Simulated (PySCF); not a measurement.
Computed shifts of a molecule CH11NOSi3, PBE/pcSseg-1 (PySCF), GIAO, gas phase, atoms alike by connectivity averaged where their shifts nearly agree, in ppm (number of nuclei): ²⁹Si: -12.1 (1), -22.8 (1), -53.2 (1). ¹³C: 0.0 (1). ¹⁵N: 18.2 (1). ¹H: 5.68 (1), 5.62 (1), 5.58 (1), 5.29 (1), 5.01 (3), 4.07 (1), 1.37 (1), 0.01 (1), -0.27 (1). References: ¹⁷O against H2O (σ = 334.3 ppm); ²⁹Si against TMS (σ = 335.4 ppm); ¹³C against TMS (σ = 182.0 ppm); ¹⁵N against NH3 (σ = 267.0 ppm); ¹H against TMS (σ = 31.49 ppm), references at their B3LYP-D3(BJ)/def2-TZVP geometries, non-relativistic. The structure is a stationary point at TPSSh-D3(BJ)/def2-SVP. The values are those of a single conformer.

### Question
Which molecule gave these data?
(A) N[C@H]([SiH3])[Si@@H](O)[SiH3]
(B) O[SiH2]C[SiH2]N[SiH3]
(C) C[SiH2]N([SiH3])[SiH2]O
(D) [SiH3]NC[SiH2]O[SiH3]

### Answer
B, O[SiH2]C[SiH2]N[SiH3]
